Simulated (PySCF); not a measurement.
## Assignment exercise: C$_{5}$H$_{8}$F$_{2}$

Atoms are numbered as in `[CH3:1][CH:2]([CH3:3])[CH:4]=[C:5]([F:6])[F:7]`; H(Xn) means a hydrogen on atom n.

- geometry: GFN2-xTB
- σ from GIAO-PBE0/pcSseg-1
- run in PySCF 2.14.0 with density-fitted response routines
- a single conformation, relativity neglected, equivalent nuclei averaged, gas phase

δ = σ(ref) − σ, references computed at the same level: ¹³C and ¹H against TMS.

Question: Assign these signals to the numbered atoms. ¹³C{¹H} NMR (computed): δ 168.8, 92.7, 28.3, 25.9.

Answer: 
| δ (ppm) | atoms | environment | reason |
| --- | --- | --- | --- |
| 168.8 | C5 | fully substituted alkene carbon | – |
| 92.7 | C4 | alkene CH | – |
| 28.3 | C2 | allylic sp3 CH | a saturated carbon with 3 carbon neighbours and no heteroatom attached |
| 25.9 | C1/C3 | methyl carbon | aliphatic region, no heteroatom directly attached |

Question: Assign these signals to the numbered atoms. ¹H NMR (500 MHz, computed): δ 4.13 (m, 1H), 2.47 (m, 1H), 1.09 (d, 6H).

Answer: 
4.13 → H(C4), hydrogen on an alkene CH: a vinylic proton, deshielded by the sp2 carbon and the C=C anisotropy
2.47 → H(C2), hydrogen on an allylic sp3 CH: allylic position
1.09 → H(C1)/H(C3), hydrogen on a methyl carbon

Splittings by ¹⁹F in the carbon and heteronuclear signals aren't shown, as no couplings were computed. Shifts are as computed. Against solution values, carbons near 30 ppm lie about +3 ppm off and those near 130 ppm about +5 ppm. Of 1211 compounds with measured shifts, 218 miss one by over three times the rms of a fit or turn the order of signals round; such compounds aren't used in these exercises. Multiplicities follow the n + 1 count of equivalent neighbours, as no J values were calculated; m marks all less simple cases, F and P coupling included.
